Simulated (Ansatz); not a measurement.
Born–Oppenheimer molecular dynamics of C2H10N2OSi (16 atoms, charge 0, multiplicity 1). It starts from a relaxed structure.

Theory: RKS BHLYP/STO-3G in Ansatz 0.2.0.

| Property | Result |
| --- | --- |
| ensemble | NVT, Langevin thermostat |
| time step | 0.5 fs |
| steps asked | 166 |
| set temperature | 300 K |
| friction | 0.05 /fs |
| seed | 623634 |

First frame:

```xyz
16
Properties=species:S:1:pos:R:3
Si -0.046 -0.030 -0.161
N -0.228 0.004 1.562
H -0.199 -0.905 2.044
H 0.381 0.649 2.086
N 1.552 -0.039 -0.826
C 2.386 -1.250 -0.753
H 1.757 -2.142 -0.858
H 3.121 -1.259 -1.568
H 2.946 -1.343 0.193
C 2.341 1.205 -0.827
H 3.034 1.222 -1.678
H 1.659 2.057 -0.924
H 2.941 1.344 0.088
O -0.697 1.405 -0.752
H -1.444 1.638 -0.126
H -0.693 -1.238 -0.588
```

(1) How far do the bonds stretch over the last three quarters of this one trajectory? (Pairs bonded in most of those frames.)

## Answers

(1) 
```csv
bond,mean (Å),spread (Å),shortest,longest
Si1–N2,1.730,0.018,1.70,1.77
Si1–N5,1.767,0.026,1.73,1.82
Si1–O14,1.693,0.033,1.64,1.76
Si1–H16,1.437,0.015,1.40,1.47
N2–H3,1.029,0.033,0.97,1.09
N2–H4,1.030,0.019,1.00,1.08
N5–C6,1.502,0.026,1.45,1.56
N5–C10,1.491,0.021,1.45,1.53
C6–H7,1.099,0.030,1.05,1.16
C6–H8,1.098,0.028,1.04,1.16
C6–H9,1.105,0.026,1.05,1.15
C10–H11,1.100,0.027,1.04,1.17
C10–H12,1.096,0.016,1.06,1.13
C10–H13,1.107,0.026,1.06,1.16
O14–H15,1.005,0.019,0.97,1.04
```

Mean temperature of the second half: 319 K. A run of 0.083 ps of so small a system gives no equilibrium averages. Limits of this set-up: minimal basis.

Run time: 11 min on 1 thread of Arm Neoverse V1, on a shared host, peak memory 0.12 GiB.
